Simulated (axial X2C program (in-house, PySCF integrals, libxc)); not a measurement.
Nuclear properties of OCuO²⁺

Calculated with an axial X2C code built on PySCF integrals: two-component X2C with atomic mean-field Coulomb and Gaunt terms, Gaussian nuclei, basis O dyall-av3z, Cu dyall-v3z with contracted cores.

O–Cu–O held linear, with bonds 1.964 and 1.964 Å (near the PBE0 minimum at charge 2 of the determinant lowest at the starting distance; the state shown can have its own minimum elsewhere, held linear; other orders of the atoms were not compared).

Determinant lowest in the PBE0 search, Ω = 5/2 (⟨Sz⟩ = 2.50, ⟨Lz⟩ = 0.00 at PBE0), spin on the atoms O 1.05, Cu 0.40, O 1.05:

```csv
level,A∥/gI O (MHz),qzz O (a.u.),A∥/gI Cu (MHz),qzz Cu (a.u.)
PBE0,-70.7,-2.37,162,1.80
HF,-38.3,-2.66,36.2,2.11
TPSSh,-70,-2.27,204,1.61
```

A∥ (defined per Ω) follows by multiplying with gI = μI/(I μN); qzz is the electric field gradient, eQq0 = 234.96 MHz × Q/barn × qzz. The operators were transformed with the bare-nucleus X2C matrices; with these basis sets, hyperfine constants and field gradients can be off by tens of per cent, and where levels differ in sign neither size nor sign is settled.

(1) With gI(17O) = -0.7575, Q(17O) = -0.02558 barn, Q(63Cu) = -0.22 barn (g factors from the IAEA table of nuclear moments by Stone; Q from Pyykkö, Mol. Phys. 2018), turn the PBE0 values of the first state into constants in MHz.

The molecule was held linear; bending was not examined, so a bent shape may lie lower.

Each state is one determinant with collinear spin, which with several unpaired electrons need not be a pure state. Unrestricted Hartree–Fock can overshoot spin polarisation at the nuclei. This is the top spin component of a Σ state; components of lower Ω are not single determinants and can lie lower. With several open shells hyperfine constants can be off by a factor of several. States lie within half an eV, so the first need not be the ground state. Further determinants of the search, some of them spin-mixed, are not shown. Where a field gradient or hyperfine factor spreads by more than a factor of two over the levels, a constant derived from it is not to be relied on.

Results:

(1) A∥(17O) = -70.7 × -0.7575 = 53.6 MHz; eQq0(17O) = 234.96 × (-0.02558) × (-2.37) = 14.2 MHz; eQq0(63Cu) = 234.96 × (-0.22) × (1.80) = -93 MHz.
